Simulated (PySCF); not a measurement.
## TDDFT excited states: CH11NOSi3

CH11NOSi3.
Structure used (GFN2-xTB), in Å, numbered top down from 1:
```xyz
17
CH11NOSi3 angstrom
C     -0.9225   -1.8152   -0.3576
Si    -0.4352   -0.0449    0.1428
N     -0.5544   -0.0168    1.8730
Si    -1.5010    1.6351   -1.0313
O      1.1500    0.1858   -0.1844
Si     2.7418    0.0075    0.0147
H     -1.9937   -1.9700   -0.2691
H     -0.4271   -2.5537    0.2662
H     -0.6479   -2.0165   -1.3888
H     -0.1016    0.7323    2.3728
H     -1.4380   -0.2297    2.3061
H     -1.4763    1.4826   -2.4911
H     -2.9260    1.7043   -0.6669
H     -0.9824    2.9839   -0.7612
H      3.1829    1.1092    0.8719
H      3.0345   -1.2862    0.6303
H      3.2898    0.1044   -1.3371
```

Level of theory: TDDFT PBE0/def2-SVPD, vertical, gas phase, core orbitals frozen in the response (PySCF).

| state | E (eV) | λ (nm) | f | main configurations (H = HOMO, L = LUMO) |
| --- | --- | --- | --- | --- |
| S1 | 6.04 | 205.4 | 0.033 | H→L (89%) |
| S2 | 6.19 | 200.2 | 0.056 | H→L+1 (94%) |
| S3 | 6.46 | 191.8 | 0.046 | H→L+2 (90%) |
| S4 | 7.13 | 174.0 | 0.011 | H-1→L (83%) |
| S5 | 7.24 | 171.2 | 0.071 | H→L+3 (58%), H→L+5 (14%), H-1→L+1 (13%) |
| S6 | 7.32 | 169.3 | 0.0065 | H-1→L+1 (47%), H→L+4 (21%) |

Triplets, Tamm–Dancoff:

```tsv
state	E (eV)	λ (nm)	main configurations (H = HOMO, L = LUMO)
T1	5.51	224.8	H→L+2 (39%), H→L+1 (34%), H→L (21%)
T2	5.59	221.7	H→L+1 (50%), H→L (27%), H→L+2 (9%)
```

The lowest singlet comes at 205 nm (582 kJ/mol) in the ultraviolet; it is of moderate strength; its leading configuration is HOMO→LUMO (89%). The most intense listed level is S5 at 7.24 eV (171 nm, f = 0.071), 1.20 eV above S1. Löwdin shares by element: HOMO nitrogen 38%, silicon 33% or more, carbon 8% (atoms not listed hold the other 22%); LUMO silicon 48%, hydrogen 7% or more (atoms not listed hold the other 45%). The oscillator strengths of these states sum to 0.222; summed over the whole spectrum of an exact calculation they would give the number of electrons, 74 (Thomas–Reiche–Kuhn). Orbital energies (eV): HOMO-3 -9.31, HOMO-2 -8.69, HOMO-1 -8.34, HOMO -7.14, LUMO 0.03, LUMO+1 0.22, LUMO+2 0.36. Weighted by f, the mean energy of these states is 6.64 eV. No computed singlet lies in the visible range (380 to 750 nm); the lowest, at 205 nm, stands 2.77 eV above its violet end (3.26 eV). The window holds the lowest 6 singlets.

One conformer stands for the species.
